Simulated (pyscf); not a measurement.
# BiH₃, singlet

Gas-phase minimum from PySCF at ωB97X-D3(BJ)/def2-SVP, one conformer. 

```
Bi
H 1 1.7849
H 1 1.7850 2 90.77
H 1 1.7850 2 90.77 3 -90.78
```

Properties at ωB97X-D3(BJ)/def2-SVP:

Harmonic wavenumbers, unscaled: 794, 811, 811, 1877, 1885, 1885 cm⁻¹
Zero-point energy: 11.5 kcal/mol
Rotational symmetry number: 3
Entropy of this conformer at 298 K and 1 atm, rigid rotor and harmonic oscillator, modes under 100 cm⁻¹ raised to 100: 240.7 J/(mol K)
Dipole moment: 1.01 D

Single-point totals, which compare only within one level (frozen core for MP2 and CC):

| level | total energy (hartree) |
|---|---|
| ωB97X-D3(BJ)/def2-TZVP | -216.47713 |
| PBE/def2-TZVP | -216.42309 |
| r²SCAN/def2-TZVP | -216.49987 |
| B3LYP-D3(BJ)/def2-TZVP | -216.48837 |
| PBE0-D3(BJ)/def2-TZVP | -216.40112 |
| M06-2X/def2-TZVP | -216.25020 |
| ωB97M-D3(BJ)/def2-TZVP | -216.41616 |
| HF/def2-TZVPP | -215.26398 |
| MP2/def2-TZVPP | -215.72162 |
| CCSD/def2-TZVPP | -215.71217 |
| CCSD(T)/def2-TZVPP | -215.72268 |

The CCSD(T) − MP2 part came from Ansatz, without density fitting, on the same reference. The frozen core leaves the outer d or s,p core shells of the metals and heavy elements correlated in the MP2 and CC values, and def2-TZVPP describes them poorly, so these totals are far from the basis limit. Elements past Kr carry the def2 core potentials, without spin-orbit coupling.
